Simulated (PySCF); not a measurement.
The same groups moved round the core (butadiene chloro+silyl). Gas-phase values, no solvent. One relaxed conformer stands for each flexible species; it need not be the lowest. Strings in code marks are SMILES.

Quantity: electronic energy of isomers of C4H7ClSi relative to `C=C/C(Cl)=C/[SiH3]` (C–C–C–Cl torsion 0°), in kcal/mol.

Case: `C=C([SiH3])/C=C/Cl` (Si–C–C–C torsion 0°). Geometry of `C(=C\Cl)/C(=C)[SiH3]` (neutral, multiplicity 1, Å):

```xyz
13

C     -0.7616     1.7144    -0.5316
C     -0.2537     0.5164    -0.2367
Si    -1.4208    -0.8827     0.1937
C      1.1955     0.3271    -0.2570
C      1.8008    -0.8178     0.0188
Cl     3.5133    -1.0049    -0.0149
H     -0.1225     2.5538    -0.7868
H     -1.8268     1.9039    -0.5301
H     -2.8027    -0.3671     0.1237
H     -1.1474    -1.3943     1.5551
H     -1.2603    -2.0098    -0.7518
H      1.8023     1.1888    -0.5166
H      1.2839    -1.7279     0.2869
```

### Question
Give the electronic energy of isomers of C4H7ClSi relative to `C=C/C(Cl)=C/[SiH3]` (C–C–C–Cl torsion 0°) at the level CAM-B3LYP-D3(BJ)/def2-TZVP (PySCF).

### Answer
2.44 kcal/mol.
